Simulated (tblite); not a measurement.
Problem. What does the GFN2-xTB structure of InChI=1S/C6H10FNSi/c1-2-5-3-6(4-8)9(5)7/h5-6,9H,2-3H2,1H3/t5-,6-,9+/m1/s1 look like in three dimensions?

Solution. 
```
atom  x, y, z in Å
C1     2.4471    0.2307   -0.8800
C2     1.5121    0.5496    0.2822
C3     0.3573   -0.4430    0.3724
C4    -0.6518   -0.3750   -0.8008
C5    -1.9862   -0.4424   -0.0106
C6    -2.9376    0.5401   -0.4048
N7    -3.6706    1.3645   -0.7143
Si8   -1.0419   -0.1655    1.6459
F9    -1.2708   -1.3658    2.7044
H10    2.8754   -0.7626   -0.7632
H11    1.9096    0.2626   -1.8247
H12    3.2599    0.9519   -0.9249
H13    1.1144    1.5597    0.1601
H14    2.0763    0.5278    1.2174
H15    0.7799   -1.4499    0.4474
H16   -0.5734    0.5788   -1.3227
H17   -0.5478   -1.1768   -1.5295
H18   -2.4551   -1.4273   -0.0691
H19   -1.2064    1.0518    2.4073
```

Orientation and origin are arbitrary. Atoms count from 1 in this order. Of the pairs four or more bonds apart, C4···H11 is among the closest relative to their van der Waals radii: 2.83 Å, 98 % of the sum of Bondi's values. The C–C distances run from 1.423 Å (C5–C6, drawn single) to 1.552 Å (C4–C5, drawn single), a spread of 0.129 Å. The 4-membered ring C3–C4–C5–Si8 has internal angles of 76.4° to 99.9°; it is puckered, 0.07 Å rms from its mean plane, widest ring torsion 11°. Si8 (fluorine-bound silicon) has angles from 76.4° to 123.8°.

Bonds between heavy atoms (Å): C1–C2 1.525, C2–C3 1.525, C3–C4 1.549, C4–C5 1.552, C5–C6 1.423, C6≡N7 1.146, C5–Si8 1.927, Si8–F9 1.617, C3–Si8 1.912.

The geometry is computed with GFN2-xTB (gas phase).

Point group: C1 (no symmetry element, even within 0.4 Å). Its GFN2-xTB frequencies are all real (lowest 40 cm⁻¹). One conformer, not necessarily the lowest (C1–C2–C3–C4 -67°, C2–C3–C4–C5 -135°, C3–C4–C5–C6 132°, C4–C5–Si8–F9 -122°, C2–C3–Si8–C5 129°).
